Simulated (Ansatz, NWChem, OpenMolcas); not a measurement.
GeS (germanium sulfide): methods side by side

GeS has 2 atoms, charge 0, and is taken as a singlet. As SMILES, `[S+]#[Ge-]`. Geometry: the measured bond length.

```csv
atom,x (Å),y (Å),z (Å)
S,0.0000,0.0000,0.0000
Ge,0.0000,0.0000,2.0121
```

Quantity: the HOMO–LUMO gap, in eV. The values are calculated.

```csv
level,kind,program,value (eV),CPU time
HF/aug-cc-pVTZ,Hartree–Fock,OpenMolcas,10.52,17 s
SVWN5/aug-cc-pVTZ,LDA,OpenMolcas,3.69,22 s
PBE/aug-cc-pVTZ,GGA,OpenMolcas,3.72,27 s
TPSS/aug-cc-pVTZ,meta-GGA,NWChem,3.84,4.4 min
M06-2X/aug-cc-pVTZ,hybrid meta-GGA,OpenMolcas,7.38,37 s
PBE0/aug-cc-pVTZ,global hybrid,OpenMolcas,5.54,29 s
B2PLYP/aug-cc-pVTZ,double hybrid,Ansatz,7.41,12 s
PBE-QIDH/aug-cc-pVTZ,double hybrid,Ansatz,8.64,12 s
```

All-electron rows without a relativistic Hamiltonian named are non-relativistic. The values span 3.69 to 10.52 eV. Orbital gaps aren't excitation energies, and those of double hybrids come from the SCF part alone; they tend to grow with the share of exact exchange. CPU times are rough (shared hosts, several kinds of processor): they show what a rung costs within a factor of a few.
